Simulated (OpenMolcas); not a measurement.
A run on Pd3+ among 5 point charges of -2 e arranged as a trigonal bipyramid (D3h), 1.86 Å from the ion, with the axial distance 1.897 Å.

| Item | Value |
| --- | --- |
| Program | OpenMolcas 26.06 |
| Method | SS-CASPT2, IPEA 0.25 Eh, imaginary shift 0.1 Eh (closed shells correlated: 4s 4p) |
| Basis | ANO-RCC-VDZP [6s5p3d1f] |
| Scalar Hamiltonian | DKH2, point nucleus |
| Active space | 7 electrons in 5 orbitals (4d) |
| State averaging | 2S+1 = 4 even, 10 roots; 2S+1 = 2 even, 40 roots |
| Spin-orbit coupling | state interaction with AMFI integrals over the reference wave functions |

First CASPT2 step and the start of its output:

```
&CASPT2
Multistate=10 1 2 3 4 5 6 7 8 9 10
NoMult
Frozen=14
IPEA=0.25
Imaginary=0.1
MaxIter=60
WThr=0.0 0.3 0.05
PrWF=0.5
NoMix
```

```
--- CASPT2 ---
Orbital specifications:
      -----------------------

      Symmetry species                           1
                                                 a
      Frozen orbitals                           14
      Inactive orbitals                          4
      Active orbitals                            5
      Secondary orbitals                        20
      Deleted orbitals                           0
      Number of basis functions                 43
Type of calculation                        SS-CASPT2
      Fock operator                              state-specific
      IPEA shift                                 0.25
      Real shift                                 0.00
      Imaginary shift                            0.10
      The input orbitals will be transformed to quasi-canonical
Reference energy:       -5048.4686409446
      E2 (Non-variational):      -0.2974139445
      Shift correction:          -0.0021422518
      E2 (Variational):          -0.2995561963
      Total energy:           -5048.7681971409
      Residual norm:              0.0000007199
      Reference weight:           0.89641
      Contributions to the CASPT2 correlation energy
      Active & Virtual Only:         -0.1239847930
      One Inactive Excited:          -0.1191640805
      Two Inactive Excited:          -0.0542650710
Reference energy:       -5048.4518959832
      E2 (Non-variational):      -0.2974452792
      Shift correction:          -0.0018757599
      E2 (Variational):          -0.2993210391
      Total energy:           -5048.7512170223
      Residual norm:              0.0000009113
      Reference weight:           0.90333
      Contributions to the CASPT2 correlation energy
      Active & Virtual Only:         -0.1228005869
...
```

Over all roots the printed reference weights run from 0.58 to 0.91, and roots that are degenerate in the reference spread by up to 830 cm-1.

Problem. Did the run give usable levels, and if not, why?

Solution. No. The equations converged, but the reference weight falls to 0.58 for at least one root against 0.91 for the best. A drop of that size marks an intruder state, so the energies of such roots and the levels built on them can't be trusted.
